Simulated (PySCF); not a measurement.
In(Cl)2(iPr), C₃H₇Cl₂In, SMILES [In]([Cl])([CH](C)C)[Cl], B3LYP/def2-SVP optimised geometry.

```
13

In     0.43    -0.86     0.00
Cl     2.81    -0.86     0.00
Cl    -0.44    -3.07     0.05
C     -0.81     0.96     0.00
C     -2.16     0.70    -0.67
C     -0.05     2.15    -0.59
H     -0.96     1.12     1.08
H     -2.81     1.59    -0.57
H     -2.05     0.50    -1.75
H     -2.70    -0.15    -0.22
H      0.91     2.33    -0.08
H     -0.65     3.07    -0.49
H      0.16     2.02    -1.66
```

Density from B3LYP/def2-TZVP, def2 effective core potentials past Kr (PySCF 2.14.0) at that geometry. The core electrons that the potentials of In replace are not part of the density.

Minimum of the electron density along straight lines between bonded atoms, close to the bond critical point (lines longer than 1.1 times the sum of covalent radii, or with two minima, are not listed):

```json
[
 {"bond": "In1–Cl2", "length / Å": "2.376", "ρ at the minimum / e bohr⁻³": "0.078", "∇²ρ there / e bohr⁻⁵": "0.19", "position (fraction from the first atom)": "0.48"},
 {"bond": "In1–Cl3", "length / Å": "2.376", "ρ at the minimum / e bohr⁻³": "0.078", "∇²ρ there / e bohr⁻⁵": "0.19", "position (fraction from the first atom)": "0.48"},
 {"bond": "In1–C4", "length / Å": "2.209", "ρ at the minimum / e bohr⁻³": "(withheld)", "∇²ρ there / e bohr⁻⁵": "(withheld)", "position (fraction from the first atom)": "0.52"},
 {"bond": "C4–C5", "length / Å": "1.529", "ρ at the minimum / e bohr⁻³": "0.245", "∇²ρ there / e bohr⁻⁵": "-0.60", "position (fraction from the first atom)": "0.51"},
 {"bond": "C4–C6", "length / Å": "1.529", "ρ at the minimum / e bohr⁻³": "0.245", "∇²ρ there / e bohr⁻⁵": "-0.60", "position (fraction from the first atom)": "0.51"},
 {"bond": "C4–H7", "length / Å": "1.104", "ρ at the minimum / e bohr⁻³": "0.274", "∇²ρ there / e bohr⁻⁵": "-0.92", "position (fraction from the first atom)": "0.64"},
 {"bond": "C5–H8", "length / Å": "1.106", "ρ at the minimum / e bohr⁻³": "0.270", "∇²ρ there / e bohr⁻⁵": "-0.90", "position (fraction from the first atom)": "0.64"},
 {"bond": "C5–H9", "length / Å": "1.103", "ρ at the minimum / e bohr⁻³": "0.273", "∇²ρ there / e bohr⁻⁵": "-0.92", "position (fraction from the first atom)": "0.64"},
 {"bond": "C5–H10", "length / Å": "1.101", "ρ at the minimum / e bohr⁻³": "0.274", "∇²ρ there / e bohr⁻⁵": "-0.93", "position (fraction from the first atom)": "0.64"},
 {"bond": "C6–H11", "length / Å": "1.101", "ρ at the minimum / e bohr⁻³": "0.274", "∇²ρ there / e bohr⁻⁵": "-0.93", "position (fraction from the first atom)": "0.64"},
 {"bond": "C6–H12", "length / Å": "1.106", "ρ at the minimum / e bohr⁻³": "0.270", "∇²ρ there / e bohr⁻⁵": "-0.90", "position (fraction from the first atom)": "0.64"},
 {"bond": "C6–H13", "length / Å": "1.102", "ρ at the minimum / e bohr⁻³": "0.273", "∇²ρ there / e bohr⁻⁵": "-0.92", "position (fraction from the first atom)": "0.64"}
]
```

Problem. Fill in the missing entries.

Solution. 
- In1–C4, ρ at the minimum / e bohr⁻³: 0.091
- In1–C4, ∇²ρ there / e bohr⁻⁵: 0.10
